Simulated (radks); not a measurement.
Q: The niobium ion Nb5+ is in [Kr]. Calculated with a radial shooting solver on a logarithmic mesh with Libxc functionals: non-relativistic Kohn-Sham, PBE, spin-polarised, spherical densities, point nucleus. Open shells are filled with parallel spins first. One electron is removed from 3d, 4p, 4s, 3p in turn, with full relaxation. Which removal costs least, and what does each cost?

A: 4p 102.02 eV; 4s 125.12 eV; 3d 283.70 eV; 3p 425.22 eV. The 4p electron leaves first.
